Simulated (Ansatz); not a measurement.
Job for Ansatz (an electronic-structure program): U-wB97X-V/cc-pVTZ on BrGeH3 (SMILES [GeH3][Br]), a point of a bond scan (R = 1.839 Å).

Ansatz 0.2 input:
```yaml
crystal:
  periodic: [false, false, false]
  atoms:
    - {symbol: Ge, position_ang: [-1.14560058, 0.04679150, 0.00463248]}
    - {symbol: Br, position_ang: [1.18424243, -0.04836981, -0.00478874]}
    - {symbol: H, position_ang: [-1.61880487, 1.77122779, -0.42584203]}
    - {symbol: H, position_ang: [-1.60695799, -0.33231658, 1.41625220]}
    - {symbol: H, position_ang: [-1.64237120, -0.95588990, -1.04278950]}
basis:
  gaussian:
    orbitals: cc-pVTZ
hamiltonian:
  xc: {name: wB97X-V}
magnetization: {spin_polarized: true, initial_magnetization: 0}
```

It printed:

```
WARN ansatz: RAYON_NUM_THREADS=1 ignored (pool sized by the plan → 1); use --threads N
Functional definition: wB97X-V
integrals: 0.08 GiB planned
988 factors; their error is unknown
integrals: 0.11 GiB planned
182 factors; integrals over basis functions are off by at most 3.1e-5 eV
mean field: 1.14 GiB planned
mean field evaluation 1: about -126603.6542 eV, gradient 1.2e1 eV
mean field evaluation 2: about -126603.9751 eV, gradient 9.9e0 eV
mean field evaluation 4: about -126604.2396 eV, gradient 2.5e-1 eV
mean field evaluation 8: about -126604.5228 eV, gradient 2.5e-2 eV
mean field -126604.52276914 eV, -4652.6303961380 hartree, gradient 2.3e-5 eV, S^2 0.000000; 0 other end points of the search recorded, 0 dependent functions left out
reference -126604.52276739 eV, -4652.6303960740 hartree; 35, 35 occupied and 93, 93 virtual orbitals, 988 factors
Total energy: -126604.52276739 eV, -4652.6303960740 hartree
```

The calculation finished and met its thresholds.

Cost: about 13 core-seconds (a rough figure).
